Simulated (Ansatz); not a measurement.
A run on `FCBCl` with other settings.

```yaml
crystal:
  periodic: [false, false, false]
  atoms:
    - {symbol: F, position_ang: [-1.411693, 0.980643, 0.176961]}
    - {symbol: C, position_ang: [-0.072312, 0.653403, 0.197557]}
    - {symbol: B, position_ang: [0.277680, -0.800731, -0.233946]}
    - {symbol: Cl, position_ang: [-0.939686, -1.936129, -0.710080]}
    - {symbol: H, position_ang: [0.471867, 1.358023, -0.449549]}
    - {symbol: H, position_ang: [0.316659, 0.827431, 1.212340]}
    - {symbol: H, position_ang: [1.418682, -1.150741, -0.238983]}
basis:
  gaussian: {orbitals: "6-31G*"}
hamiltonian: {xc: {name: HF}}
correlation: {active_space: {window: {electrons: 2, orbitals: 1}}}
```

```sh
$ ansatz run in.yaml --threads 2 --pin off --events-out ev --progress --plain --max-ram 4352MiB
```

Output, abridged:

```
Functional definition: HF
673 factors; integrals over basis functions are off by at most 8.5e-4 eV
mean field evaluation 1: about -16957.5921 eV, gradient 2.4e1 eV
mean field evaluation 2: about -16957.6367 eV, gradient 2.4e1 eV
mean field evaluation 4: about -16959.2056 eV, gradient 3.0e0 eV
mean field evaluation 8: about -16959.2337 eV, gradient 1.5e-1 eV
mean field -16959.23387988 eV, -623.2403497038 hartree, gradient 7.1e-7 eV, S^2 0.000000; 0 other end points of the search recorded, 0 dependent functions left out
reference -16959.23387988 eV, -623.2403497038 hartree; 20, 20 occupied and 50, 50 virtual orbitals, 673 factors
state -16959.23387988 eV, -623.2403497038 hartree
Total energy: -16959.23387988 eV, -623.2403497038 hartree
```

Hardware: 2 threads of an Arm Neoverse V1 on a shared host. Wall time 0.55 s, peak host memory 0.11 GiB.
